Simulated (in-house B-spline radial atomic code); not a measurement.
Configurations of Si, with energies counted from [Ne] 3s2 3p2. All numbers are computed (Dirac-Hartree-Fock, average of configuration; Fermi nucleus of rms radius 3.1224 fm) with a radial B-spline atomic code at the basis-set limit, not measured. Energies include first-order Breit, QED and recoil terms.

Occupations are held fixed; configurations that lie above the ionisation limit could autoionise.

```csv
configuration,E - E(ref) (eV),highest orbital,its <r> (bohr)
[Ne] 3s2 3p1 5s1,5.7548,5s1/2,15.28
[Ne] 3s2 3p1 6s1,6.3266,6s1/2,26.37
[Ne] 3s2 3p1 7s1,6.5984,7s1/2,40.45
[Ne] 3s2 3p1 6f1,6.7259,6f5/2,47.95
[Ne] 3s1 3p2 6f1,13.632,6f5/2,47.93
[Ne] 3s1 3p2 7g1,13.732,7g9/2,63.5
```

Problem. Order these further configurations by energy, lowest first.
A. [Ne] 3s2 3p1 3d1
B. [Ne] 3s2 3p1 5f1
C. [Ne] 3s2 3p1 7g1
D. [Ne] 3s1 3p2 6g1
E. [Ne] 3s1 3p3

Solution. A (5.4968 eV), B (6.5595 eV), C (6.8264 eV), E (6.9559 eV), D (13.632 eV).

Problem. How far above the reference does [Ne] 3s1 3p2 5d1 lie?

Solution. 13.425 eV; its least bound orbital is 5d3/2 with <r> = 31.57 bohr.

Problem. How far above the reference does [Ne] 3s1 3p2 3d1 lie?

Solution. 12.36 eV; its least bound orbital is 3d3/2 with <r> = 8.849 bohr.
